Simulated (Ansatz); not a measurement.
Consider the hydrogen abstraction from the N–H bond: `[NH2][GeH2][OH]` + F• → `[NH][GeH2][OH]`• + H–F.

Computed with Ansatz on PBE0-D4/def2-TZVP structures; ΔE is electronic, products minus reactants. CBS: MP2 limit from def2 TZ/QZ plus the TZ coupled-cluster correction, frozen cores. This one scheme is used for every species, atoms too. Functionals use def2-TZVPP. Open shells (•) are unrestricted, without spin–orbit coupling. Spin–orbit coupling would lower the free atoms: a little for F. For Ge outer-core shells are correlated without core-valence functions, so the limit isn't a true one: a few kJ/mol of doubt a bond, and 10 to 20 or more in all where bonds break to atoms. Scalar relativity is left out up to krypton. One conformer a species, not always the lowest.

Problem. Is it downhill or uphill in electronic energy at CCSD(T)/CBS, and by how much? (Estimate.)

Solution. The calculation gave: Downhill: ΔE = -25.9 kcal/mol.

Problem. What do these levels give: LDA (SPW92), BHLYP-D4, CAM-B3LYP-D4, r2SCAN, r2SCAN0, CCSD(T)/def2-TZVPP? (Best estimate.)

Solution. Ansatz gave: LDA (SPW92) -34.8, BHLYP-D4 -20.7, CAM-B3LYP-D4 -25.8, r2SCAN -27.8, r2SCAN0 -23.9, CCSD(T)/def2-TZVPP -24.4 kcal/mol.

Largest T1 diagnostic among the species: 0.013.

Leaving LDA and LC-ωPBE aside and taking each functional with its dispersion term where it has one, the values, not all of them listed here, spread over 9.1 kcal/mol, from BLYP-D4 to BHLYP-D4. LDA lies −4.7 kcal/mol from PBE without D4. From BLYP to BHLYP (50 % exact exchange), in def2-TZVPP and without D4, ΔE moves by +9.4 kcal/mol. At CCSD(T), def2-SVP lies +7.3 kcal/mol from the extrapolated value and def2-TZVPP +1.5 kcal/mol.
